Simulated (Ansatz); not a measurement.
The same path of F4H2OW + FH (10 atoms, charge 0, multiplicity 1) was run twice with different band settings. Lost on the way: W1–H2, F9–H10. Made: W1–F9, H2–H10.

Level of theory: Ansatz 0.2.0, RKS B3LYP/def2-SVP.

Relaxed end points:

```xyz
10
Properties=species:S:1:pos:R:3
W -0.321 -0.301 -0.104
H -1.602 0.583 0.592
O 1.505 -0.544 -0.205
H 2.222 -0.019 0.259
F 0.367 1.170 1.036
F -1.135 -1.590 -1.161
F -0.659 -1.418 1.335
F -0.586 0.861 -1.520
F 2.822 1.144 1.196
H 1.913 1.409 1.329
```

```xyz
10
Properties=species:S:1:pos:R:3
W 0.553 0.160 -0.705
H -0.877 0.570 3.432
O 2.038 -0.764 -0.151
H 2.806 -1.250 0.169
F 1.192 0.295 -2.448
F -0.956 1.096 -1.254
F -0.203 0.097 0.998
F -0.342 -1.408 -1.158
F 1.333 1.800 -0.296
H -1.020 0.701 4.169
```

Common settings: movable images 7; climbing image yes; spring 5.0 eV/Å²; optimiser quadratic models (default); force threshold 0.05 eV/Å; iteration limit 60; end points relaxed.

| run | start path |
| --- | --- |
| 1 | through a guess of the saddle point |
| 2 | straight line |

What does each run give, and how far can it be trusted?

Run 1: converged after 58 iterations, highest image 0.484 eV above the first end. Beside the main top the profile has a ripple of under 15 meV (maxima at images 3, 7), which may be a very shallow well or noise. A vibrational analysis at the climbing image gives one clearly imaginary mode, 180i cm⁻¹: a first-order saddle point.
Run 2: converged after 31 iterations, highest image 0.889 eV above the first end. Beside the main top the profile has a ripple of under 15 meV (maxima at images 3, 7), which may be a very shallow well or noise. Neighbouring images differ by up to 1.5 eV, so the band resolves the path poorly. The order of the point at the top wasn't checked. Another band between the same ends, with other settings, climbed to 0.484 eV only, so this may not be the lowest route.
The orbitals stay closed-shell, which can raise the energy where a bond breaks towards radicals; this wasn't checked here.
